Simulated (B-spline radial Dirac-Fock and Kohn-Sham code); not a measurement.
**Elastic scattering of 13.3 keV electrons by the Xe atom**

Calculated with an atomic code on a B-spline grid, using relativistic (Dirac) partial waves in the static field of the Dirac-Fock atom with Furness-McCarthy exchange, without polarisation or absorption potentials.

Input file task.json (cfg lists n, l and occupation; rrms is the nuclear radius in fm):

```json
{"items": [{
  "Z": 54,
  "q": 0,
  "cfg": [[1, 0, 2], [2, 0, 2], [2, 1, 6], [3, 0, 2], [3, 1, 6], [3, 2, 10], [4, 0, 2], [4, 1, 6], [4, 2, 10], [5, 0, 2], [5, 1, 6]],
  "A": 132,
  "rrms": 4.7859,
  "do": "elastic",
  "energies": [[13300.0, 0]],
  "theta": [0, 10, 20, 30, 40, 50, 60, 70, 80, 90, 100, 110, 120, 130, 140, 150, 160, 170, 180]
}]}
```

Command: `python xray2_run.py task.json out`

```
θ (°)  dσ/dΩ (Å²/sr)  Sherman function
    0           84.7             0.000
   10          0.611             0.000
   20         0.0721             0.001
   30         0.0197             0.008
   40        0.00832             0.020
   50        0.00430             0.025
   60        0.00256             0.013
   70        0.00169            -0.015
   80        0.00122            -0.053
   90       0.000949            -0.092
  100       0.000781            -0.122
  110       0.000674            -0.139
  120       0.000605            -0.143
  130       0.000558            -0.134
  140       0.000527            -0.116
  150       0.000506            -0.091
  160       0.000493            -0.062
  170       0.000486            -0.032
  180       0.000484             0.000
```

The total elastic cross section is 0.682 Å², the first transport cross section 0.0178 Å² and the second, weighted with (3/2) sin²θ, 0.0344 Å². The mean deflection is ⟨1 − cos θ⟩ = 0.0261, and 0.59 % of the collisions scatter beyond 90°.

Phase shifts modulo π (rad) for κ = −1 to −5: -1.487, 0.385, -0.423, -0.963, -1.342.
